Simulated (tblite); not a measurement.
C₆H₇N₂ (doublet state).
Atom-mapped SMILES: `[CH2:1]=[C:2]=[C:3]([CH3:4])[C:5](=[N:6])[N:7]=[CH2:8]` (hydrogens: H9, H10 on C1; H11, H12, H13 on C4; H14, H15 on C8)
Bond orders are those of one Lewis drawing.

Computed with GFN2-xTB (tblite), gas phase: L-BFGS steps from a force-field or distance-geometry start until the largest atomic force falls under 0.01 eV/Å.

Step 55: E = -600.3224 eV
```
atom  x, y, z in Å  |  force x, y, z in eV/Å
C1     -1.2349    1.9879   -0.2561    0.004  -0.018   0.030
C2     -0.9272    0.7365   -0.0935    0.002   0.001   0.036
C3     -0.5074   -0.4843    0.0085   -0.060  -0.038  -0.113
C4     -1.0407   -1.5731    0.8792   -0.037   0.011  -0.024
C5      0.6447   -0.8918   -0.9235   -0.062  -0.113  -0.012
N6      0.6841   -2.0046   -1.4287    0.019   0.018   0.043
N7      1.5221    0.1718   -1.1190   -0.030   0.066   0.031
C8      2.1687    0.6869   -0.1819    0.079   0.006  -0.011
H9     -1.9772    2.3073   -0.9697   -0.001  -0.015   0.020
H10    -0.7776    2.7557    0.3489   -0.035   0.031  -0.006
H11    -1.8421   -1.1863    1.5052    0.018  -0.029   0.019
H12    -0.2456   -1.9785    1.5057   -0.043   0.022  -0.004
H13    -1.4187   -2.3843    0.2584    0.015   0.004  -0.006
H14     2.1570    0.3231    0.8484    0.050   0.076   0.012
H15     2.7904    1.5418   -0.4038    0.081  -0.021  -0.016
```

Step 56: E = -600.3249 eV
```
atom  x, y, z in Å  |  force x, y, z in eV/Å
C1     -1.2387    1.9866   -0.2526   -0.006  -0.019   0.045
C2     -0.9187    0.7379   -0.0925   -0.055   0.029   0.062
C3     -0.5054   -0.4847    0.0136   -0.036  -0.028  -0.174
C4     -1.0527   -1.5727    0.8770   -0.003   0.023  -0.032
C5      0.6498   -0.8919   -0.9166   -0.045  -0.136   0.038
N6      0.6946   -2.0075   -1.4159    0.016   0.026   0.039
N7      1.5220    0.1750   -1.1158   -0.076   0.083  -0.032
C8      2.1836    0.6885   -0.1889    0.039  -0.024  -0.074
H9     -1.9799    2.3016   -0.9693    0.002  -0.030   0.002
H10    -0.8002    2.7598    0.3589   -0.007   0.021  -0.002
H11    -1.8546   -1.1839    1.5012    0.003  -0.034  -0.016
H12    -0.2643   -1.9797    1.5092   -0.007  -0.002   0.019
H13    -1.4240   -2.3836    0.2512   -0.003   0.030   0.008
H14     2.1929    0.3116    0.8320    0.068   0.057   0.152
H15     2.7913    1.5510   -0.4133    0.110   0.004  -0.035
```

Task: Estimate the geometry and energy of step 57. (The exact step hangs on the optimiser's Hessian estimate; all steps are aligned on step 56, rigid shifts and turns removed.)

Result: E = -600.3271 eV, largest force 0.221 eV/Å
```
atom  x, y, z in Å  |  force x, y, z in eV/Å
C1     -1.2442    1.9869   -0.2485   -0.021  -0.005   0.059
C2     -0.9116    0.7418   -0.0872   -0.113   0.061   0.082
C3     -0.5066   -0.4835    0.0217   -0.006  -0.036  -0.203
C4     -1.0717   -1.5716    0.8736    0.023   0.018  -0.042
C5      0.6548   -0.8919   -0.8986    0.005  -0.191   0.014
N6      0.7217   -2.0156   -1.3802    0.018   0.152   0.074
N7      1.5032    0.1946   -1.1124   -0.020   0.109   0.153
C8      2.2081    0.6888   -0.2035   -0.049  -0.112  -0.080
H9     -1.9772    2.2951   -0.9772    0.009  -0.042  -0.001
H10    -0.8319    2.7665    0.3736    0.015   0.001  -0.012
H11    -1.8803   -1.1860    1.4913   -0.009  -0.029  -0.057
H12    -0.2957   -1.9835    1.5166    0.028  -0.008   0.029
H13    -1.4287   -2.3794    0.2353   -0.035   0.033   0.027
H14     2.2786    0.2639    0.8043    0.090   0.191  -0.066
H15     2.7772    1.5818   -0.4305    0.063  -0.141   0.022
```

The energy changes by -0.0022 eV. The first-order estimate −F·Δx gives -0.0052 eV and the mean of the old and new forces, exact on a quadratic surface, -0.0016 eV. The step makes an angle of 84° with the force vector and moves no atom by more than 0.102 Å.

The cost below is that of the whole relaxation. Time: 0.47 s wall. Hardware: one thread, AMD EPYC 9B45 (x86_64), shared host with 96 logical CPUs at a one-minute load of 9.3.
